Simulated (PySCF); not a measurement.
SiI2: bending curve

These are results of B3LYP/[Si def2-SVP, I def2-SVP with ECP28], scalar-relativistic core potentials, density fitting, no spin–orbit coupling, PySCF, not measurements.

Rigid scan from the singlet minimum (Si–I 2.514 Å (×2); I–Si–I 104.4°). Coordinate: the I–Si–I angle, bonds fixed. Energies in kJ/mol from the minimum.

Task: Predict the curve at 80, 90, 100, 110, 120, 130, 140, 150, 160, 170, 180.

Result: 
| bond angle (°) | E (kJ/mol) | dipole size (D) |
| --- | --- | --- |
| 80 | 74.4 | 1.46 |
| 90 | 20.0 | 1.18 |
| 100 | 1.5 | 0.94 |
| 110 | 2.2 | 0.73 |
| 120 | 14.5 | 0.55 |
| 130 | 35.1 | 0.41 |
| 140 | 61.6 | 0.30 |
| 150 | 91.1 | 0.21 |
| 160 | 119.8 | 0.14 |
| 170 | 142.2 | 0.07 |
| 180 | 150.9 | 0.00 |

With the bonds held, the linear shape lies 150.9 kJ/mol from the minimum.

Other isomers or separated fragments may lie lower.
